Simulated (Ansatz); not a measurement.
Correlation energies of CH4AlNO (`[OH][Al]1[CH2][NH]1`) by basis set

```xyz
8

O     0.543    0.089   -2.392
Al    0.115    0.032   -0.768
C    -0.929    0.012    0.820
N     0.592   -0.078    0.876
H     1.433    0.054   -2.738
H    -1.356    0.915    1.264
H    -1.460   -0.875    1.174
H     1.060   -0.150    1.762
```

Charge 0, multiplicity 1. Geometry: relaxed with PBE0-D4/def2-TZVP. It is one conformer, not always the lowest. Frozen core, restricted reference, Ansatz. CBS rows extrapolate triple and quadruple zeta; past MP2 they add the triple-zeta difference.

```
     basis     HF (Eh)  MP2 corr.
  def2-SVP  -411.21756   -0.55375
def2-TZVPP  -411.51486   -0.69530
def2-QZVPP  -411.53056   -0.74670
```

Estimate the CCSD correlation energy and the (T) correction in each basis where they were run (hartree).


```tsv
basis	CCSD corr.	(T)
def2-SVP	-0.58118	-0.01628
def2-TZVPP	-0.71317	-0.02893
CBS(def2)	-0.80265	as TZ
```
